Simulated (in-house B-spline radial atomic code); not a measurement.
Configurations of Tb⁷⁺, with energies counted from [Kr] 4d10 (4f5/2)6 (4f7/2)1 5s2 (5p1/2)2 (5p3/2)1. Level of theory: Dirac-Hartree-Fock, average of each configuration as written, Fermi nucleus of rms radius 5.06 fm; calculated with a B-spline radial code for spherical atoms. Energies include first-order Breit, QED and recoil terms.

Occupations are held fixed; configurations that lie above the ionisation limit could autoionise.

```
                                                 configuration  E - E(ref) (eV)  highest orbital  its <r> (bohr)
             [Kr] 4d10 (4f5/2)4 (4f7/2)3 5s2 (5p1/2)1 (5p3/2)2           11.466            4f7/2          0.7403
             [Kr] 4d10 (4f5/2)1 (4f7/2)6 5s2 (5p1/2)1 (5p3/2)2           12.457            4f5/2          0.7346
                      [Kr] 4d10 (4f5/2)4 (4f7/2)3 5s2 (5p3/2)3           18.405            4f7/2          0.7406
         [Kr] 4d10 (4f5/2)2 (4f7/2)4 5s2 (5p1/2)2 (5p3/2)1 8s1            94.72            8s1/2           5.856
    [Kr] 4d10 (4f5/2)4 (4f7/2)2 5s2 (5p1/2)2 (5p3/2)1 (8d5/2)1           98.149            8d5/2           7.249
[Kr] (4d3/2)3 (4d5/2)6 (4f5/2)5 (4f7/2)2 5s2 (5p3/2)3 (6g9/2)1           270.93            6g9/2           5.308
```

Question: Order these further configurations by energy, lowest first.
A. [Kr] 4d10 (4f7/2)7 5s2 (5p1/2)2 (8p3/2)1
B. [Kr] (4d3/2)3 (4d5/2)6 (4f5/2)5 (4f7/2)2 5s2 (5p3/2)3 (7d5/2)1
C. [Kr] 4d10 (4f5/2)3 (4f7/2)4 5s2 (5p1/2)2 (6p3/2)1
D. [Kr] 4d10 (4f5/2)5 (4f7/2)2 5s2 (5p1/2)2 (5p3/2)1
E. [Kr] 4d10 (4f5/2)3 (4f7/2)4 5s2 (5p1/2)1 (5p3/2)1 (5g7/2)1

Answer: D (3.3881 eV), C (67.012 eV), E (96.164 eV), A (100.28 eV), B (264.87 eV).

Question: How far above the reference does [Kr] 4d10 (4f5/2)4 (4f7/2)3 5s2 (5p1/2)2 (8g7/2)1 lie?

Answer: 110.67 eV; its least bound orbital is 8g7/2 with <r> = 10.5 bohr.

Question: How far above the reference does [Kr] (4d3/2)3 (4d5/2)6 (4f5/2)4 (4f7/2)3 5s2 (5p1/2)2 (5p3/2)1 8s1 lie?

Answer: 254.16 eV; its least bound orbital is 8s1/2 with <r> = 5.852 bohr.
